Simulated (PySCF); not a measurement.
TDDFT excited states: C4H8Cl2Si

Species: C4H8Cl2Si.
Structure used (GFN2-xTB), in Å, numbered top down from 1:
```xyz
15
C4H8Cl2Si angstrom
Cl     1.9141    1.8597   -0.1799
C      2.0411    0.0869   -0.2294
C      0.6879   -0.5178   -0.5554
Cl     0.9924   -2.3021   -0.7647
C     -0.3381   -0.2861    0.4969
C     -1.8009   -0.5955    0.1437
Si    -1.4726    1.2354    0.4175
H      2.3889   -0.2415    0.7505
H      2.7822   -0.1622   -0.9888
H      0.3395   -0.1755   -1.5325
H     -0.0190   -0.6522    1.4671
H     -1.9609   -0.9704   -0.8582
H     -2.3429   -1.1830    0.8709
H     -1.3806    2.0878   -0.7507
H     -1.8355    1.8246    1.6910
```

Level of theory: TDDFT B3LYP/def2-SVPD, vertical, gas phase, core orbitals frozen in the response in PySCF 2.14.0, density-fitted response routines.

Q: What does the calculation give for the low-lying excited states?

A: 

| state | λ (nm) | E (eV) | f | \|μ\| (D) | main configurations (H = HOMO, L = LUMO) |
| --- | --- | --- | --- | --- | --- |
| S1 | 218.4 | 5.68 | 0.136 | 2.51 | H→L (85%), H→L+1 (12%) |
| S2 | 207.4 | 5.98 | 0.030 | 1.16 | H→L+1 (55%), H→L+2 (37%) |
| S3 | 202.8 | 6.11 | 0.052 | 1.50 | H→L+2 (55%), H→L+1 (31%) |
| S4 | 193.5 | 6.41 | 0.0034 | 0.37 | H→L+3 (92%) |
| S5 | 185.0 | 6.70 | 0.0098 | 0.62 | H→L+4 (66%), H-1→L (19%) |
| S6 | 183.2 | 6.77 | 0.0022 | 0.29 | H→L+5 (78%) |
| S7 | 182.7 | 6.79 | 0.025 | 0.98 | H-1→L (51%), H-3→L (11%), H→L+5 (10%) |
| S8 | 180.8 | 6.86 | 0.027 | 1.01 | H-2→L (64%) |

Triplets, Tamm–Dancoff:

```tsv
state	E (eV)	λ (nm)	main configurations (H = HOMO, L = LUMO)
T1	4.75	261.0	H→L (78%), H→L+1 (16%)
T2	5.50	225.3	H→L+1 (66%), H→L (18%)
T3	5.87	211.0	H→L+2 (82%), H→L+1 (9%)
```

The lowest singlet comes at 218 nm (548 kJ/mol) in the ultraviolet; it is of moderate strength; its leading configuration is HOMO→LUMO (85%). The lowest level is also the most intense of those listed (f = 0.136). Löwdin shares by element: HOMO carbon 45% or more, silicon 26%, chlorine 7% or more (atoms not listed hold the other 22%); LUMO silicon 26%, chlorine 25% or more, carbon 13% or more, hydrogen 8% or more (atoms not listed hold the other 28%). Of the 8 states listed, 5 reach f = 0.01 and none stays under 0.0005. The listed states span 1.18 eV. Weighted by f, the mean energy of these states is 6.05 eV. Singlets were solved by full linear response, triplets in the Tamm–Dancoff approximation.

One conformer stands for the species.
